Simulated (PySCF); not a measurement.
All values below come from B3LYP-D3(BJ)/def2-TZVP in PySCF. Gas-phase values, no solvent. One relaxed conformer stands for a flexible species; it need not be the lowest. B3LYP has the VWN-RPA correlation part, as in Gaussian. 

Reference species (SMILES): `C=C=NC` (neutral, multiplicity 1).

```
Item            Result
-------------  -------
HOMO–LUMO gap  6.31 eV
```

Changed species: `C=C=CN`.

Task: Give the shifts of the HOMO–LUMO gap.

Result: the HOMO–LUMO gap decreases by 0.64 eV, to 5.67 eV.
